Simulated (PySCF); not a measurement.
H4P, SMILES [PH4+], charge +1.

Coordinates come from a PBE-D3(BJ)/def2-TZVPD optimisation. The isomer is the one that the SMILES or the coordinates give; other isomers of the formula were not compared.

These are PBE-D3(BJ)/def2-TZVPD (PySCF 2.14.0) values and carry that method's errors.

Frequencies are harmonic and unscaled.

Modes within 1.5 cm⁻¹ of each other (mostly degenerate sets) share a row, with their intensities summed.

| mode | ν (cm⁻¹) | IR (km/mol) | moving atoms (share of kinetic energy) |
|---|---|---|---|
| 1–3 | 938 | 12.1 | H 93 % |
| 4–5 | 1091 | 0.0 | H 100 % |
| 6 | 2429 | 0.0 | H 100 % |
| 7–9 | 2482 | 114.5 | H 96 % |
